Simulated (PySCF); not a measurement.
```csv
wavenumber (cm⁻¹),absorption (km/mol per cm⁻¹)
0,0.001
40,0.002
80,0.002
120,0.002
160,0.003
200,0.004
240,0.006
280,0.009
320,0.018
360,0.050
400,0.125
440,0.044
480,0.021
520,0.018
560,0.027
600,0.067
640,0.211
680,0.093
719,0.031
759,0.015
799,0.009
839,0.006
879,0.004
919,0.004
959,0.003
999,0.003
1039,0.002
1079,0.002
1119,0.002
1159,0.002
1199,0.002
1239,0.002
1279,0.002
1319,0.002
1359,0.002
1399,0.002
1439,0.003
1479,0.003
1519,0.003
1559,0.004
1599,0.004
1639,0.005
1679,0.006
1719,0.007
1759,0.009
1799,0.012
1839,0.016
1879,0.023
1919,0.036
1959,0.065
1999,0.145
2039,0.465
2079,0.914
2118,0.267
2158,0.099
2198,0.050
2238,0.030
2278,0.020
2318,0.014
2358,0.010
```

This is the computed harmonic infrared spectrum of singlet HIS, Lorentzian lines of 59 cm⁻¹ full width. Computed with PySCF, PBE0, basis I def2-TZVP with ECP28, S def2-TZVP, H def2-TZVP (scalar-relativistic core potentials, no spin–orbit coupling, density fitting).

Q: Which bands make it up, and how are they assigned?

A: In Cs symmetry, counting bands above 1 % of the strongest: 397 cm⁻¹ (a', stretch, 11 km/mol); 645 cm⁻¹ (a', bend, 20 km/mol); 2070 cm⁻¹ (a', stretch, 92 km/mol).

Only a few start shapes were tried, so a lower isomer may exist.
